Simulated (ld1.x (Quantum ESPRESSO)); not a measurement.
# carbon: one change to a TM semilocal potential, before and after

C, norm-conserving Troullier–Martins (semilocal form), made with ld1.x (Quantum ESPRESSO) 7.5 (LDA (PZ), non-relativistic). Core [He], reference 2s2 2p1.5 (charge +0.5). Waves: 2s (bound): rc 0.75 bohr; 3d channel at 0.45 Ry: rc 2.20 bohr; 2p (bound): rc 2.05 bohr. Local part: the p channel. Core correction: a·sin(br)/r model core inside 0.55 bohr.

All-electron outer shells of the reference configuration (LDA (PZ), non-relativistic, ld1.x):

```csv
shell,level (eV),outermost node (bohr),outermost maximum (bohr)
2s,-19.24,0.38,1.20
2p,-10.85,–,1.14
```

Change: core correction none.

Cutoffs: the cutoffs (Ry, on a coarse ladder) from which the occupation-weighted sum of valence levels, in a spherical-Bessel basis at the reference potential, stays within 10 and 1 mRy of its value at 400 Ry; they do not see the model core or the augmentation charge, which bear on the density cutoff. Errors are all-electron minus pseudo energies relative to the spin-unpolarised reference configuration.

Problem. How do hardness, ghosts and transferability respond?

Solution. The potential gets neither clearly harder nor softer (140 Ry and 260 Ry → 140 Ry and 260 Ry); of the 9 tests that both files solve, the error grows in 8 and shrinks in 1 by more than 15 % and 0.3 meV (median size 25.6 → 72.4 meV); neither file shows a bound ghost. A semilocal file is local in each channel, so a ghost entry of none says nothing of the separable form that plane-wave codes build from it.

```tsv
quantity	base	changed
cutoff, loose	140 Ry	140 Ry
cutoff, tight	260 Ry	260 Ry
bound ghosts	none	none
error for 2s2 2p2, meV [ΔE -4.03 eV]	+1.9	+2.5
error for 2s2 2p1, meV [ΔE 6.96 eV]	+9.9	+12
error for 2s2 2p0, meV [ΔE 31.22 eV]	+223	+258
error for 2s0 2p4, meV [ΔE 12.46 eV]	+63	+95
error for 2s1 2p3, meV [ΔE 4.20 eV]	+26	+34
error for 2s1 2p0, meV [ΔE 79.17 eV]	+482	+627
error for 2s1 2p2, meV [ΔE 15.44 eV]	-19	-14
error for 2s2 2p1.5 (spin-polarised), meV [ΔE -0.75 eV]	+23	+72
error for 2s2 2p2 (spin-polarised), meV [ΔE -5.16 eV]	+39	+107
s: phases at 2.40 bohr within 0.05 rad from the reference energy up to (Ry; the scan ends near 5)	1.6	1.6
p: phases at 2.40 bohr within 0.05 rad from the reference energy up to (Ry; the scan ends near 5)	1.0	1.0
d: phases at 2.40 bohr within 0.05 rad from the reference energy up to (Ry; the scan ends near 5)	to the end of the scan	to the end of the scan
```
